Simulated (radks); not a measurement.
Charge is removed step by step from the 5p3/2 level of W, starting from [Kr] 4d10 4f14 5s2 5p(1/2: 2, 3/2: 4) 5d4 6s2. Calculated with a radial shooting solver on a logarithmic mesh with Libxc functionals: Dirac Kohn-Sham, LDA (Slater exchange, Perdew-Wang correlation), spin-unpolarised, spherical densities, point nucleus; open shells fill j = l - 1/2 first.

removed (e)  E - E(0) (eV)  eigenvalue (eV)  E minus straight line (eV)
0                    0.000          -40.157                       0.000
0.25                10.380          -42.911                      -1.098
0.5                 21.469          -45.822                      -1.487
0.75                33.302          -48.867                      -1.132
1                   45.912          -52.029                       0.000

Removing the whole electron costs 45.912 eV by Delta-SCF, against 40.157 eV from minus the eigenvalue at the starting occupation. Slater's transition state (half an electron removed) gives 45.822 eV. Integrating minus the eigenvalue over the occupation (Janak's theorem) gives 45.912 eV. The mean slope of the eigenvalue, de/dn, is 11.9 eV per electron.
